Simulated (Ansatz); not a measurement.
Correlation energies of Cl$_{2}$H$_{3}$OScSi, SMILES `[SiH3][O][Sc]([Cl])[Cl]` by basis set

```xyz
8

Si   -0.752   -1.317    0.515
O     0.011    0.039   -0.013
Sc    0.884    1.556   -0.606
Cl    3.099    1.820   -0.081
Cl   -0.296    3.085   -1.838
H    -0.186   -2.503   -0.177
H    -0.556   -1.459    1.980
H    -2.205   -1.222    0.220
```

Total charge 0; spin multiplicity 1. Correlated methods include outer-core shells of Sc, which these sets cover unevenly. Scalar relativity is left out up to krypton. The structure was optimised at the PBE0-D4/def2-TZVP level. It is one conformer, not always the lowest. Frozen core, restricted reference, the Gaussian-basis code of Ansatz.

```
     basis      HF (Eh)  MP2 corr.  CCSD corr.       (T)  CCSD(T) total
  def2-SVP  -2044.07027   -0.75721    -0.81134  -0.02058    -2044.90219
def2-TZVPP  -2044.68807   -1.02470    -1.08475  -0.04361    -2045.81643
def2-QZVPP  -2044.74046   -1.13546           –         –              –
```
